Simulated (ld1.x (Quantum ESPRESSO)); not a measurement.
**Zr PAW: all-electron and pseudo phase curves**

zirconium (Zr), PAW, made with ld1.x (Quantum ESPRESSO) 7.5 (PBE, fully relativistic). Core [Ar] 3d10, reference 4s2 4p6 4d2.5 5s1.5 5p0. Waves: 4s (bound): rcut 2.00, rcutus 2.10 bohr; 5s (bound): rcut 2.00, rcutus 2.10 bohr; 4p (bound): rcut 1.80, rcutus 2.05 bohr; 5p (bound, empty): rcut 1.80, rcutus 2.05 bohr; 4d (bound): rcut 2.45, rcutus 3.30 bohr; 4d channel at 0.25 Ry: rcut 2.45, rcutus 3.30 bohr. Local part: all-electron potential smoothed inside 1.65 bohr (lloc = -1). Core correction: a·sin(br)/r model core, default radius (ld1.x builds one for every PAW set, though the input has nlcc=.false.). Augmentation charge: BG, radius 1.70 bohr.

Open shells are filled in proportion to 2j + 1 (rel_dist='average').

The phase is arctan(r·u′/u) with u = r·R(r), unwrapped; energies in Ry, scanned from -6 to 5 Ry. A pole is an energy at which the radial function vanishes at the test radius. The pseudo phase is shifted by a multiple of π to meet the all-electron one at the reference energy, and phase errors are pseudo minus all-electron; the curves can meet again beyond the range given. Levels narrower than the energy grid can be missing from the lists of poles.

```
channel  radius (bohr)  reference energy (Ry)  poles, all-electron  poles, pseudo  unbroken range about the reference energy with phases within 0.05 rad  phase error 1 Ry above the reference energy (rad)
      s           3.60                  -0.30          -3.92, 0.70    -3.92, 0.70                                                              below 2.7                                             +0.000
   p1/2           3.60                  -0.10          -2.38, 1.40    -2.38, 1.40                                                              below 3.3                                             +0.000
   p3/2           3.60                  -0.09          -2.25, 1.47    -2.25, 1.47                                                              below 3.3                                             +0.000
   d3/2           3.60                  -0.22          -0.02, 2.92   -0.33, -0.01                                                            -0.3 to 0.7                                             +0.074
   d5/2           3.60                  -0.21          -0.00, 2.94   -0.34, -0.00                                                            -0.3 to 0.7                                             +0.063
```

The ghost test of this file was not conclusive.

Phases in the s channel:

```
E (Ry)  all-electron  pseudo
 -6.00         1.451   1.451
 -5.74         1.448   1.448
 -5.48         1.445   1.445
 -5.22         1.441   1.441
 -4.96         1.437   1.437
 -4.70         1.433   1.433
 -4.44         1.428   1.428
 -4.18         1.421   1.421
 -3.92        -1.550  -1.550
 -3.66        -1.727  -1.727
 -3.40        -1.736  -1.736
 -3.14        -1.744  -1.744
 -2.88        -1.754  -1.754
 -2.62        -1.766  -1.766
 -2.36        -1.781  -1.781
 -2.10        -1.799  -1.799
 -1.84        -1.822  -1.822
 -1.58        -1.854  -1.854
 -1.32        -1.901  -1.901
 -1.06        -1.979  -1.979
 -0.80        -2.132  -2.132
 -0.54        -2.545  -2.545
 -0.28        -3.656  -3.656
 -0.02        -4.330  -4.330
  0.24        -4.552  -4.552
  0.50        -4.659  -4.658
  0.76        -4.725  -4.725
  1.02        -4.777  -4.777
  1.28        -4.824  -4.824
  1.54        -4.875  -4.874
  1.80        -4.939  -4.938
  2.06        -5.037  -5.034
  2.32        -5.223  -5.213
  2.58        -5.702  -5.669
  2.84        -6.745  -6.694
  3.10        -7.334  -7.312
  3.36        -7.548  -7.536
  3.62        -7.651  -7.643
  3.88        -7.712  -7.706
  4.14        -7.753  -7.748
  4.40        -7.784  -7.779
  4.66        -7.808  -7.804
  4.92        -7.828  -7.824
```
